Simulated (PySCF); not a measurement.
Problem. Write Cartesian coordinates for Ti(NMe2)2Cl2, `C[N](C)[Ti]([Cl])([Cl])[N](C)C` as optimised with PBE0-D3(BJ)/def2-SVP. (Singlet state.)

Solution. 
```
atom  x, y, z in Å
Ti1   -0.738    0.784   -0.567
N2    -1.096   -0.021    1.049
C3    -0.445    0.504    2.225
C4    -1.993   -1.126    1.276
H5    -1.184    0.862    2.966
H6     0.200    1.357    1.963
H7     0.182   -0.266    2.713
H8    -2.448   -1.450    0.330
H9    -1.460   -1.987    1.722
H10   -2.807   -0.841    1.969
N11    0.896    0.113   -1.089
C12    1.313    0.665   -2.355
C13    1.789   -0.850   -0.513
H14    2.280    1.196   -2.266
H15    0.576    1.399   -2.725
H16    1.410   -0.120   -3.128
H17    1.391   -1.216    0.443
H18    1.925   -1.721   -1.184
H19    2.790   -0.415   -0.332
Cl20  -0.528    3.000   -0.350
Cl21  -2.242    0.147   -2.076
```

Any rigid rotation of these coordinates is as good. Atoms count from 1 in this order. Of the pairs four or more bonds apart, H8···Cl21 is among the closest relative to their van der Waals radii: 2.90 Å, 98 % of the sum of Bondi's values. Ti1 (titanium bonded to 2 Cl and 2 N) is distorted tetrahedral (angles from 105.2° to 114.4°). N2 (nitrogen bonded to 2 C and Ti) is planar (angles 126.5°, 117.9° and 115.5°, sum 360.0°, 0.01 Å off the plane of its three neighbours).

Bonds between heavy atoms (Å): Ti1–N2 1.840, Ti1–N11 1.841, Ti1–Cl20 2.236, Ti1–Cl21 2.224, N2–C3 1.443, N2–C4 1.441, N11–C12 1.443, N11–C13 1.434.

Method used: PBE0-D3(BJ)/def2-SVP geometry optimisation, gas phase (PySCF 2.14.0).

Point group: C1 (no symmetry element, even within 0.4 Å). Not checked by PBE0-D3(BJ)/def2-SVP frequencies. Torsions: N11–Ti1–N2–C3 79°, N2–Ti1–N11–C12 180°.

Time: 10 min wall, 25 min CPU; peak memory 1.2 GiB. Hardware: 2 threads of an Intel Xeon 6975P-C, shared host with 192 logical CPUs at a one-minute load of 123. That covers the optimisation of the geometry.
